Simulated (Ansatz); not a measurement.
Single points on [Pr(NH3)6]3+ (PrN₆H₁₈³⁺).

```yaml
crystal:
  periodic: [false, false, false]
  atoms:
    - {symbol: Pr, position_ang: [-0.000047, -0.000716, 0.000936]}
    - {symbol: N, position_ang: [-0.005545, 0.015203, 2.628348]}
    - {symbol: H, position_ang: [0.842659, 0.413419, 3.074315]}
    - {symbol: H, position_ang: [-0.083352, -0.918276, 3.075168]}
    - {symbol: H, position_ang: [-0.773428, 0.549695, 3.077691]}
    - {symbol: N, position_ang: [-0.015843, -0.012152, -2.624914]}
    - {symbol: H, position_ang: [-0.840057, -0.462167, -3.066474]}
    - {symbol: H, position_ang: [0.781650, -0.495498, -3.080213]}
    - {symbol: H, position_ang: [-0.000157, 0.925613, -3.069197]}
    - {symbol: N, position_ang: [2.621021, -0.017238, 0.003586]}
    - {symbol: H, position_ang: [3.070491, 0.917663, -0.027755]}
    - {symbol: H, position_ang: [3.070031, -0.517670, -0.786969]}
    - {symbol: H, position_ang: [3.057640, -0.457896, 0.835774]}
    - {symbol: N, position_ang: [-2.621607, 0.014557, -0.033597]}
    - {symbol: H, position_ang: [-3.052513, 0.579672, -0.789827]}
    - {symbol: H, position_ang: [-3.076083, 0.385839, 0.822255]}
    - {symbol: H, position_ang: [-3.071102, -0.913303, -0.151453]}
    - {symbol: N, position_ang: [0.018963, 2.620250, 0.013984]}
    - {symbol: H, position_ang: [0.308145, 3.058386, 0.909349]}
    - {symbol: H, position_ang: [-0.895757, 3.070540, -0.180043]}
    - {symbol: H, position_ang: [0.650205, 3.066617, -0.678348]}
    - {symbol: N, position_ang: [0.002575, -2.621846, 0.011143]}
    - {symbol: H, position_ang: [-0.208777, -3.070101, -0.900949]}
    - {symbol: H, position_ang: [-0.680380, -3.067207, 0.653269]}
    - {symbol: H, position_ang: [0.901240, -3.063386, 0.283930]}
basis:
  gaussian: {orbitals: def2-SVP, initial_orbitals: start.molden}
total_charge: 3
magnetization: {spin_polarized: true, initial_magnetization: 2}
correlation: {method: mp2}
scf: {omitted_lower_state_checks: [starts]}
output: {orbitals: {seedname: orbitals}}
```

The file start.molden holds the orbitals of an earlier run on this structure, at another level or in another basis.

```sh
$ ansatz run in.yaml --threads 4 --pin off --events-out ev --progress --plain --max-ram 6963MiB
```

Output, abridged:

```
Functional definition: HF
2489 factors; integrals over basis functions are off by at most 1.3e-3 eV
mean field evaluation 1: about -23173.1472 eV, gradient 2.2e1 eV
mean field evaluation 2: about -23174.4144 eV, gradient 1.4e0 eV
mean field evaluation 4: about -23174.4599 eV, gradient 1.4e-1 eV
mean field evaluation 8: about -23174.4886 eV, gradient 2.5e0 eV
mean field evaluation 16: about -23174.5105 eV, gradient 3.6e-3 eV
mean field -23174.51047775 eV, -851.6475518098 hartree, gradient 2.7e-8 eV, S^2 2.001469; 0 other end points of the search recorded, 0 dependent functions left out
10 core orbitals not correlated: weight in the atoms' cores, before any rotation towards them, 1.000 or more for the frozen orbitals, at most 0.000 for the correlated occupied ones
reference -23174.51047775 eV, -851.6475518098 hartree; 35, 33 occupied and 207, 209 virtual orbitals, 2489 factors
second order -52.67935958 eV of doubles, -0.00000000 eV of singles
Total energy: -23227.18983733 eV, -853.5834825670 hartree
Checks for a lower state left out: starts
```

Run time 3.9 min (4 threads of Intel Xeon on a shared host), peak host memory 1.5 GiB.

As the first input, with `gaussian: {orbitals: def2-TZVP, initial_orbitals: start.molden}`, `hamiltonian: {xc: r2scan, dispersion: d4}`, `output: {forces: true, orbitals: {seedname: orbitals}}` and without the key `correlation` (abridged; 7.6 min):

```
Functional definition: r2SCAN
mean field evaluation 16: about -23281.5236 eV, gradient 9.2e-8 eV
mean field -23281.52356752 eV, -855.5802103230 hartree, gradient 4.1e-8 eV, S^2 2.007686
Total energy: -23281.64096293 eV, -855.5845245246 hartree
Atom 0 force    -0.002335    -0.003502    -0.000015 eV/Å
Atom 1 force     0.000261    -0.006940     0.714128 eV/Å
Atom 2 force    -0.426795    -0.197777    -0.242647 eV/Å
Atom 3 force     0.037912     0.473266    -0.239462 eV/Å
Atom 4 force     0.390581    -0.270894    -0.252034 eV/Å
Atom 5 force    -0.006649     0.010955    -0.710395 eV/Å
Atom 6 force     0.412190     0.224878     0.242351 eV/Å
Atom 7 force    -0.401270     0.244789     0.250726 eV/Å
Atom 8 force    -0.007666    -0.476515     0.235145 eV/Å
Atom 9 force     0.672803    -0.006194     0.014892 eV/Å
Atom 10 force    -0.245390    -0.469669     0.014997 eV/Å
Atom 11 force    -0.251010     0.251446     0.394576 eV/Å
Atom 12 force    -0.236848     0.222938    -0.421967 eV/Å
Atom 13 force    -0.665820     0.010227    -0.012019 eV/Å
Atom 14 force     0.235879    -0.283131     0.375589 eV/Å
Atom 15 force     0.247254    -0.187963    -0.425781 eV/Å
Atom 16 force     0.246781     0.461235     0.058840 eV/Å
Atom 17 force     0.002752     0.672319     0.001688 eV/Å
Atom 18 force    -0.144641    -0.246994    -0.447893 eV/Å
Atom 19 force     0.459672    -0.245508     0.097368 eV/Å
Atom 20 force    -0.318314    -0.240906     0.347569 eV/Å
Atom 21 force    -0.000689    -0.673786     0.002260 eV/Å
Atom 22 force     0.106448     0.253541     0.459225 eV/Å
Atom 23 force     0.343010     0.241882    -0.322712 eV/Å
Atom 24 force    -0.448116     0.242303    -0.134425 eV/Å
Dipole moment:     0.000911     0.001046     0.000663 e Å
Checks for a lower state left out: starts
```

First input, but with `gaussian: {orbitals: def2-TZVP, initial_orbitals: start.molden}`, `hamiltonian: {xc: pbe, dispersion: d4}`, `output: {forces: true, orbitals: {seedname: orbitals}}` and without the key `correlation` (abridged; 3.2 min):

```
Functional definition: PBE
mean field evaluation 16: about -23272.0601 eV, gradient 1.0e-5 eV
mean field -23272.06005672 eV, -855.2324327155 hartree, gradient 6.2e-8 eV, S^2 2.006944
Total energy: -23272.44677749 eV, -855.2466444419 hartree
Atom 0 force    -0.002673    -0.003482     0.000199 eV/Å
Atom 1 force     0.000201    -0.006582     0.420795 eV/Å
Atom 2 force    -0.166659    -0.075742    -0.129265 eV/Å
Atom 3 force     0.013899     0.186587    -0.126660 eV/Å
Atom 4 force     0.154471    -0.106821    -0.137821 eV/Å
Atom 5 force    -0.003958     0.009868    -0.417707 eV/Å
Atom 6 force     0.159781     0.086753     0.130354 eV/Å
Atom 7 force    -0.156048     0.096209     0.134706 eV/Å
Atom 8 force    -0.002447    -0.188611     0.123153 eV/Å
Atom 9 force     0.403333    -0.003992     0.012913 eV/Å
Atom 10 force    -0.129779    -0.185597     0.005290 eV/Å
Atom 11 force    -0.134128     0.098846     0.154773 eV/Å
Atom 12 force    -0.123547     0.088750    -0.170342 eV/Å
Atom 13 force    -0.396386     0.007393    -0.009143 eV/Å
Atom 14 force     0.124116    -0.111009     0.147541 eV/Å
Atom 15 force     0.129004    -0.074541    -0.165778 eV/Å
Atom 16 force     0.130956     0.179172     0.023836 eV/Å
Atom 17 force     0.000394     0.403053    -0.002336 eV/Å
Atom 18 force    -0.056483    -0.133657    -0.176746 eV/Å
Atom 19 force     0.181983    -0.129359     0.038800 eV/Å
Atom 20 force    -0.125994    -0.124752     0.138159 eV/Å
Atom 21 force    -0.001389    -0.404476     0.003945 eV/Å
Atom 22 force     0.041763     0.137258     0.182668 eV/Å
Atom 23 force     0.134992     0.126037    -0.128881 eV/Å
Atom 24 force    -0.175405     0.128696    -0.052453 eV/Å
Dipole moment:     0.000837     0.001045     0.000599 e Å
Checks for a lower state left out: starts
```

First input, but with `hamiltonian: {xc: pbe, dispersion: d4}` and without the key `correlation` (abridged; 67 s):

```
Functional definition: PBE
mean field evaluation 16: about -23261.3324 eV, gradient 3.8e-5 eV
mean field -23261.33235546 eV, -854.8381969658 hartree, gradient 6.4e-6 eV, S^2 2.006770
Total energy: -23261.71910622 eV, -854.8524097941 hartree
Checks for a lower state left out: starts
```

The first input with `hamiltonian: {xc: pbe0, dispersion: d4}` and without the key `correlation` (abridged; 2.7 min):

```
Functional definition: PBE0
mean field evaluation 16: about -23261.8041 eV, gradient 1.4e-5 eV
mean field -23261.80410952 eV, -854.8555336078 hartree, gradient 6.3e-6 eV, S^2 2.002339
Total energy: -23262.14673553 eV, -854.8681248813 hartree
Checks for a lower state left out: starts
```

Geometry: PBE-D4/def2-SVP.

In the def2 sets Pr takes a core potential; there is no spin–orbit coupling. Correlated methods freeze 10 core orbitals; core or outer-core shells of Pr are correlated, in sets that lack core-valence functions. With an open 4f shell the SCF may have ended on a state above the lowest.
